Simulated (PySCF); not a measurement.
Palladium: a sound run and one with changed settings

Sound run: Pd [Kr] 4d10, Pd⁺ [Kr] 4d9. All numbers are calculated (PySCF 2.14, scalar relativity through the core potential, in def2-SVP with the def2 core potential (28 electrons) (5s3p2d1f, 31 functions)). The sound run starts from symmetry-adapted Hartree-Fock orbitals and uses a fine grid where one is needed.

Changed run: basis STO-3G, all-electron and non-relativistic. This setting is unsound on purpose.

| species | method | sound run (hartree) | changed run (hartree) | converged |
| --- | --- | --- | --- | --- |
| Pd | UHF | -127.00035 | -4888.59991 | yes |
| Pd | r2SCAN | -127.86374 | -4890.60255 | yes |
| Pd | PBE0 | -127.82512 | -4890.18435 | yes |
| Pd⁺ | UHF | -126.76992 | -4888.95469 | yes |
| Pd⁺ | r2SCAN | -127.55505 | -4890.89915 | yes |
| Pd⁺ | PBE0 | -127.51793 | -4890.48697 | yes |

Ionisation energy of Pd:

```tsv
method	sound run (eV)	changed run (eV)
UHF	6.270	-9.654
r2SCAN	8.400	-8.071
PBE0	8.359	-8.235
```

A minimal basis cannot let orbitals breathe on ionisation and holds almost no correlation. The Hamiltonian changed with the basis, so the totals do not compare. A negative ionisation energy or a positive MP2 energy shows that the occupation asked for is not the lowest one in this basis.

For comparison, NIST gives 8.337 eV between the lowest levels.
